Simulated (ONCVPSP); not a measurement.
scandium: one change to an ONCV potential, before and after

```json
{
 "Element": "scandium (Sc)",
 "Generator": "ONCVPSP 4.0.1",
 "Type": "optimised norm-conserving Vanderbilt (ONCV)",
 "Functional": "LDA (Perdew-Zunger)",
 "Relativity": "scalar-relativistic",
 "Frozen core": "[Ne]",
 "Valence charge": "11",
 "Reference configuration": "3s2 3p6 3d1 (charge +2)",
 "Partial waves": "3s: rc 1.05 bohr, ncon 4, nbas 8, qcut 7.1 1/bohr, 2 projectors, debl 3 Ha; 3p: rc 1.60 bohr, ncon 4, nbas 9, qcut 11 1/bohr, 2 projectors, debl 3.7 Ha; 3d: rc 1.45 bohr, ncon 4, nbas 9, qcut 8.5 1/bohr, 1 projector",
 "Local potential": "polynomial inside 0.85 bohr (lpopt 2, dvloc0 6 Ha)",
 "Core correction": "Teter function fitted to the true core (icmod 2), fcfact 0.2"
}
```

Change: all radii but the core radius scaled by about 1.35 (s 1.42, p 2.16, d 1.94 bohr); local potential polynomial inside 1.14 bohr (lpopt 2, dvloc0 6 Ha). In the p channel the program set the typed energies aside and used -1.799, 0.050 Ha.

Cutoffs: the cutoffs (Ha) at which the residual kinetic energy of the hardest occupied pseudo-wave falls to 1 and 0.1 mHa per electron; they do not see the model core or the augmentation charge, which bear on the density cutoff. Errors are all-electron minus pseudo energies relative to the spin-unpolarised reference configuration.

Problem. How do hardness, ghosts and transferability respond?

Solution. The potential gets softer (50 Ha and 147 Ha → 30 Ha and 36 Ha); of the 4 tests that both files solve, the error grows in 2 and shrinks in 1 by more than 15 % and 0.3 meV (median size 0.9 → 2.1 meV); neither file shows a bound ghost. A larger radius leaves more room for a smooth pseudo-wave, so fewer plane waves are needed.

| quantity | base | changed |
| --- | --- | --- |
| cutoff, loose | 50 Ha | 30 Ha |
| cutoff, tight | 147 Ha | 36 Ha |
| loose cutoff by channel | s 50 Ha, p 17 Ha, d 32 Ha | s 21 Ha, p 30 Ha, d 25 Ha |
| bound ghosts | none | none |
| GHOST(+) flags under 300 eV | none | none |
| error for 3s2 3p6 3d1 4s2, meV [ΔE -20.03 eV] | +1.2 | +0.8 |
| error for 3s2 3p6 3d1 4s1, meV [ΔE -12.96 eV] | +0.7 | +0.5 |
| error for 3s2 3p6 3d0, meV [ΔE 25.09 eV] | +41 | +107 |
| error for 3s2 3p6 3d2 4s1, meV [ΔE -18.41 eV] | +0.7 | +3.3 |
| rms error of d²Exc/dni dnj with the model core, mHa | 1.38 | 1.25 |
